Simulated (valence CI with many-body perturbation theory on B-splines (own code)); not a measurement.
## Level structure of Yb³⁰⁺

Level of theory: valence CI with perturbative core correlation (CI+MBPT): four valence electrons over a frozen Dirac-Fock core [Kr], a basis of 9 s, 9 p, 10 d, 8 f, 5 g, 3 h, 1 i functions for each j, with the one-electron correlation potential Σ1 (screened to all orders), the two-electron term Σ2, the three-electron term Σ3, Breit, model QED; selected single and double excitations, second order for the rest (own B-spline code, finite nucleus).

The last digits are not significant, and no measured levels were compared; by estimate large intervals hold to a few tenths of a per cent, small ones and those within an open d or f shell to about a per cent. Only levels of the ground parity were solved; by the run's estimate the other parity begins above the list, which can be wrong where configurations are misplaced.

Levels 1 to 34 of 34, with energies above the lowest level, (4d3/2^4) J=0. "Leading %" is the weight of the configuration and term that name the level; weights of strongly mixed levels are sums over their largest components and can fall short. In the jj column 3d3/2^4 stands for four electrons in 3d with j = 3/2. Lifetimes count E1, E2, E3, M1 and M2 decay at the calculated energies, and are blank where another channel may lead or the interval is too uncertain; long ones can be off by a factor of two.

| No. | Configuration | Term | J | E (cm⁻¹) | Leading % | Leading jj | Lifetime |
| --- | --- | --- | --- | --- | --- | --- | --- |
| 1 | 4d⁴ | ³P | 0 | 0 | 56 | 4d3/2^4 (96 %) |  |
| 2 | 4d⁴ | ⁵D | 1 | 79944 | 65 | 4d3/2^3 4d5/2 (96 %) | 70.4 μs |
| 3 | 4d⁴ | ⁵D | 2 | 114140 | 55 | 4d3/2^3 4d5/2 (80 %) | 979 μs |
| 4 | 4d⁴ | ³F | 4 | 116080 | 30 | 4d3/2^3 4d5/2 (96 %) |  |
| 5 | 4d⁴ | ⁵D | 3 | 125640 | 33 | 4d3/2^3 4d5/2 (85 %) | 25.7 ms |
| 6 | 4d⁴ | ⁵D | 0 | 186890 | 62 | 4d3/2^2 4d5/2^2 (95 %) | 20.3 μs |
| 7 | 4d⁴ | ⁵D | 2 | 194610 | 35 | 4d3/2^2 4d5/2^2 (84 %) | 33.6 μs |
| 8 | 4d⁴ | ⁵D | 4 | 194940 | 41 | 4d3/2^2 4d5/2^2 (94 %) | 67.1 μs |
| 9 | 4d⁴ | ⁵D | 3 | 199670 | 44 | 4d3/2^2 4d5/2^2 (84 %) | 62.8 μs |
| 10 | 4d⁴ | ³H | 5 | 213320 | 68 | 4d3/2^2 4d5/2^2 (100 %) | 117 μs |
| 11 | 4d⁴ | ³P | 1 | 221080 | 48 | 4d3/2^2 4d5/2^2 (91 %) | 47.2 μs |
| 12 | 4d⁴ | ³H | 6 | 223170 | 52 | 4d3/2^2 4d5/2^2 (98 %) | 114 ms |
| 13 | 4d⁴ | ³G | 4 | 235020 | 58 | 4d3/2^2 4d5/2^2 (96 %) | 260 μs |
| 14 | 4d⁴ | ³F | 3 | 235300 | 43 | 4d3/2^2 4d5/2^2 (93 %) | 77.2 μs |
| 15 | 4d⁴ | ³D | 2 | 238190 | 35 | 4d3/2^2 4d5/2^2 (94 %) | 190 μs |
| 16 | 4d⁴ | ³F | 2 | 272450 | 44 | 4d3/2^2 4d5/2^2 (90 %) | 31.4 μs |
| 17 | 4d⁴ | ³F | 4 | 279520 | 58 | 4d3/2^2 4d5/2^2 (72 %) | 68.0 μs |
| 18 | 4d⁴ | ³F | 3 | 307990 | 46 | 4d3/2 4d5/2^3 (93 %) | 21.1 μs |
| 19 | 4d⁴ | ¹G | 4 | 309870 | 32 | 4d3/2 4d5/2^3 (70 %) | 27.6 μs |
| 20 | 4d⁴ | ³P | 2 | 312430 | 45 | 4d3/2^2 4d5/2^2 (84 %) | 274 μs |
| 21 | 4d⁴ | ³D | 1 | 321630 | 60 | 4d3/2 4d5/2^3 (94 %) | 16.0 μs |
| 22 | 4d⁴ | ³G | 5 | 323530 | 68 | 4d3/2 4d5/2^3 (99 %) | 44.8 μs |
| 23 | 4d⁴ | ¹I | 6 | 327670 | 52 | 4d3/2 4d5/2^3 (98 %) | 50.0 μs |
| 24 | 4d⁴ | ³P | 0 | 336870 | 59 | 4d3/2 4d5/2^3 (60 %) |  |
| 25 | 4d⁴ | ³F | 2 | 347030 | 52 | 4d3/2 4d5/2^3 (85 %) | 23.5 μs |
| 26 | 4d⁴ | ¹F | 3 | 352070 | 37 | 4d3/2 4d5/2^3 (96 %) |  |
| 27 | 4d⁴ | ¹S | 0 | 384390 | 69 | 4d3/2^2 4d5/2^2 (50 %) |  |
| 28 | 4d⁴ | ³F | 3 | 389530 | 67 | 4d3/2 4d5/2^3 (99 %) |  |
| 29 | 4d⁴ | ³P | 1 | 389820 | 92 | 4d3/2 4d5/2^3 (97 %) | 25.6 μs |
| 30 | 4d⁴ | ¹G | 4 | 395340 | 73 | 4d3/2 4d5/2^3 (92 %) | 27.4 μs |
| 31 | 4d⁴ | ¹D | 2 | 403470 | 64 | 4d3/2 4d5/2^3 (71 %) | 33.3 μs |
| 32 | 4d⁴ | ³F | 4 | 437650 | 50 | 4d5/2^4 (93 %) | 14.7 μs |
| 33 | 4d⁴ | ¹D | 2 | 470660 | 47 | 4d5/2^4 (78 %) | 14.3 μs |
| 34 | 4d⁴ | ¹S | 0 | 543130 | 59 | 4d5/2^4 (80 %) | 9.78 μs |

The ionisation energy to 4d³ ⁴F3/2 of the next ion comes out as 1176.8 eV (NIST: 1175 ± 4 eV (theoretical)). All 34 levels together are meant to be complete up to 564860 cm⁻¹.
